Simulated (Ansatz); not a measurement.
Consider the cleavage of the Si–Si bond: `Cl[SiH2][SiH]1CO1` + H₂S → `S[SiH]1CO1` + `[SiH3]Cl`.

Gas-phase electronic energies from Ansatz, PBE0-D4/def2-TZVP geometries. CCSD(T)/CBS is the MP2 limit (def2-TZVPP, def2-QZVPP) plus CCSD(T) − MP2 in def2-TZVPP, frozen cores. This one scheme is used for every species. Functionals use def2-TZVPP. B3LYP here is the variant with VWN-RPA as its local correlation; programs differ in this. One conformer a species, not always the lowest.

```
             level  ΔE (eV)
         r2SCAN-D4    -0.68
          B3LYP-D4    -0.66
           ωB97X-V    -0.69
SCS-MP2/def2-TZVPP    -0.77
CCSD(T)/def2-TZVPP    -0.69
     HF/def2-QZVPP    -0.81
    MP2/def2-QZVPP    -0.78
     MP2/CBS(def2)    -0.79
```

**Question.** What does CCSD(T)/CBS give? (Estimate.)

**Answer.** The calculation gave: -0.70 eV. The listed levels differ from it by 0.02, 0.04, 0.01, -0.07, 0.01, -0.11, -0.08, -0.09 eV.

Largest T1 diagnostic among the species: 0.014.

From PBE to PBE0 (25 % exact exchange), in def2-TZVPP and without D4, ΔE moves by −0.05 eV.
